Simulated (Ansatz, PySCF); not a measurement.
Reaction (SMILES): Br[SiH2]Br + 2 [H][H] (H2) → 2 Br (HBr) + [SiH4] (SiH4)
Structures are relaxed separately at B3LYP-D3(BJ)/def2-TZVP in Ansatz (a program for electronic structure).

Quantity: energy of full hydrogenation (enthalpy at 298 K, with B3LYP-D3(BJ) rigid-rotor harmonic-oscillator terms from PySCF), in eV. Cores are frozen in the correlated levels unless marked. Spin-orbit coupling is left out. The frozen core is the preceding noble-gas configuration, with the filled d and f shells of earlier blocks. Non-relativistic. Basis-set limits of correlation are two-point, X^-3; Hartree-Fock from the larger set.

CCSD(T)/CBS(def2-TZVPPD,def2-QZVPPD) (Ansatz) gives 1.55 eV.

### Question
Another calculation gave 1.51 eV. Which level was it?
A. CAM-B3LYP/def2-TZVPD (Ansatz)
B. wB97M-V/def2-TZVPD (Ansatz)
C. M06-2X/def2-TZVPD (PySCF)

### Answer
B, wB97M-V/def2-TZVPD (Ansatz). The others give 1.28 (CAM-B3LYP), 1.69 (M06-2X) eV.
